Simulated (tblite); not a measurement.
Compound: C₈H₁₇S (charge +1).
Cartesian coordinates in Å at the GFN2-xTB level; atoms count from 1:
```xyz
26
C8H17S angstrom
C     -2.6450   -0.3491   -0.6246
C     -1.5718   -0.1640    0.4489
C     -1.8939    1.0576    1.3064
C     -0.2014   -0.0085   -0.2098
C      0.2589   -1.1899   -1.0562
C      1.7796   -1.1391   -1.1314
C      2.2593   -0.9913    0.3027
S      1.1090    0.1776    1.1073
C      1.8521    1.7630    0.6444
H     -2.4983   -1.2682   -1.1837
H     -2.6419    0.4883   -1.3179
H     -3.6230   -0.3959   -0.1553
H     -1.5549   -1.0526    1.0881
H     -1.1491    1.2051    2.0879
H     -2.8580    0.9267    1.7889
H     -1.9464    1.9546    0.6930
H     -0.1706    0.9194   -0.7846
H     -0.1857   -1.1331   -2.0485
H     -0.0595   -2.1249   -0.5918
H      2.1043   -0.2939   -1.7408
H      2.1877   -2.0455   -1.5765
H      3.2756   -0.6187    0.4024
H      2.1663   -1.9281    0.8514
H      2.7136    1.9295    1.2853
H      2.1522    1.7592   -0.3985
H      1.1198    2.5444    0.8262
```

Level: GFN2-xTB in tblite, geometry and Hessian alike; calculated harmonic values, unscaled, isolated species. Errors from tens to a few hundred cm⁻¹ against measured bands are possible. One conformer, not necessarily the lowest.

Harmonic wavenumbers (cm⁻¹): 70.4, 72.1, 156.3, 174.2, 191.5, 212.7, 222.1, 239.2, 292.6, 313.9, 347.6, 381.0, 433.2, 491.1, 520.8, 664.9, 672.0, 725.0, 830.3, 875.0, 908.1, 925.7, 934.7, 949.6, 952.5, 977.0, 980.8, 997.4, 1035.5, 1069.5, 1112.2, 1120.6, 1140.8, 1159.3, 1171.1, 1189.0, 1211.7, 1230.8, 1240.5, 1296.6, 1301.6, 1315.3, 1326.0, 1330.7, 1408.5, 1413.5, 1424.3, 1427.7, 1428.9, 1469.0, 1480.8, 1481.2, 1491.5, 1494.5, 1503.7, 2946.4, 2960.7, 2990.5, 3002.1, 3012.9, 3014.7, 3025.1, 3029.4, 3035.8, 3037.6, 3046.3, 3046.8, 3054.8, 3060.4, 3061.2, 3066.9, 3069.4.

A = 1972, B = 1099, C = 813.2 MHz; mass 145.105 u (most abundant isotopes); point group C1, symmetry number 1.

**Question.** What is the zero-point energy?

**Answer.** ½Σν̃ = 51124 cm⁻¹ = 146.17 kcal/mol.

**Question.** What is S at 400 K and 1 bar for an ideal gas of classical rigid rotors and harmonic oscillators?

**Answer.** Translation 42.31, rotation 30.47, vibration 44.18: S = 117.0 cal/(mol K).

**Question.** And Cp and H(400 K) − H(0)?

**Answer.** Cp = 58.57 cal/(mol K), of which vibrations give 50.62 (their classical limit is 72 R = 143.1); H(400 K) − H(0) = 12.90 kcal/mol without the zero-point energy, 9.72 from vibrations.

**Question.** Blend soft modes into free rotors: weight 1/[1 + (100 cm⁻¹/ν̃)⁴] for the oscillator and the rest for a rotor with moment μB/(μ + B), μ = h/(8π²ν), B = 10⁻⁴⁴ kg m². What vibrational entropy results?

**Answer.** 42.13 cal/(mol K) in place of 44.18, which changes −T·S at 400 K by +0.82 kcal/mol.

**Question.** How do the functions run with temperature in this model?

**Answer.** 
| T (K) | S (cal/(mol K)) | Cp (cal/(mol K)) | H − H(0) (kcal/mol) | G − H(0) (kcal/mol) | ln q(vib) |
| --- | --- | --- | --- | --- | --- |
| 150 | 78.5 | 26.2 | 2.43 | -9.34 | 2.63 |
| 250 | 94.6 | 38.2 | 5.64 | -18.01 | 5.50 |
| 298.15 | 101.9 | 44.7 | 7.64 | -22.74 | 6.93 |
| 600 | 145.2 | 81.1 | 26.99 | -60.14 | 16.19 |
| 900 | 182.6 | 103.2 | 54.90 | -109.47 | 25.34 |

q(vib) and H(0) count from the zero-point level.

Hindered rotation and anharmonicity are outside this model. Other conformers, if any are populated, would add a mixing term that is left out. The structure is chiral; the term R ln 2 for an equal mix with its mirror image is left out.
